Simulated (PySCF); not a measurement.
Molecule: `O=C1CCC(=O)O1`, C4H4O3.

Molfile (atoms numbered from 1):
```
C4H4O3
     RDKit          3D

 11 11  0  0  0  0  0  0  0  0999 V2000
   -1.7207   -1.2033   -1.9607 O   0  0  0  0  0  0  0  0  0  0  0  0
   -0.9331   -0.8248   -1.1582 C   0  0  0  0  0  0  0  0  0  0  0  0
   -0.9071    0.4838   -0.3979 C   0  0  0  0  0  0  0  0  0  0  0  0
    0.3331    0.3969    0.4725 C   0  0  0  0  0  0  0  0  0  0  0  0
    0.9252   -0.9608    0.1607 C   0  0  0  0  0  0  0  0  0  0  0  0
    1.8965   -1.4702    0.6134 O   0  0  0  0  0  0  0  0  0  0  0  0
    0.1463   -1.5875   -0.7821 O   0  0  0  0  0  0  0  0  0  0  0  0
   -1.8486    0.5759    0.1631 H   0  0  0  0  0  0  0  0  0  0  0  0
   -0.8934    1.3068   -1.1271 H   0  0  0  0  0  0  0  0  0  0  0  0
    1.0924    1.1625    0.2561 H   0  0  0  0  0  0  0  0  0  0  0  0
    0.1340    0.4469    1.5528 H   0  0  0  0  0  0  0  0  0  0  0  0
  1  2  2  0
  2  3  1  0
  3  4  1  0
  4  5  1  0
  5  6  2  0
  5  7  1  0
  7  2  1  0
  3  8  1  0
  3  9  1  0
  4 10  1  0
  4 11  1  0
M  END
```

Geometry PBE0-D3(BJ)/def2-SVP throughout; GIAO in PySCF 2.14.0 with density-fitted response routines, gas phase, one conformer, non-relativistic; equivalent atoms averaged; basis pcSseg-1.

Task: How do the absolute shieldings σ depend on the functional? (ppm; last column core-seconds on shared hosts with different chips, so compare them loosely; the GGAs took longer than the global hybrids here, which isn't the general rule, and the cause wasn't traced)

Result: 
| functional | kind | O1/O6 | O7 | C2/C5 | C3/C4 | H8/H9/H10/H11 | core-s |
| --- | --- | --- | --- | --- | --- | --- | --- |
| OPBE | GGA | -110.1 | -24.1 | 19.9 | 155.9 | 28.62 | 16 |
| KT2 | GGA | -101.3 | -24.4 | 19.0 | 154.2 | 28.61 | 19 |
| B97-D | GGA | -114.0 | -29.0 | 10.7 | 149.4 | 28.82 | 18 |
| PBE0 | global hybrid | -133.3 | -24.2 | 10.6 | 155.5 | 28.67 | 11 |
| mPW1PW91 | global hybrid | -134.4 | -24.9 | 9.6 | 154.5 | 28.72 | 10 |
| WP04 | global hybrid | -134.8 | -34.1 | -3.5 | 141.1 | 28.95 | 11 |
| B97-2 | global hybrid | -122.4 | -19.8 | 12.7 | 154.8 | 28.79 | 11 |
| CAM-B3LYP | range-separated hybrid | -138.6 | -19.9 | 5.5 | 153.4 | 28.76 | 14 |
| wB97X-D | range-separated hybrid | -131.5 | -17.1 | 9.9 | 155.3 | 28.80 | 13 |

Task: Which nucleus moves most, in ppm?

Result: O1/O6 (ester carbonyl oxygen): from -138.6 ppm with CAM-B3LYP to -101.3 ppm with KT2. The smallest spread is 0.34 ppm, at H8/H9/H10/H11. Proton shifts span only some 12 ppm, so a few tenths of a ppm matter as much there as several ppm in carbon.
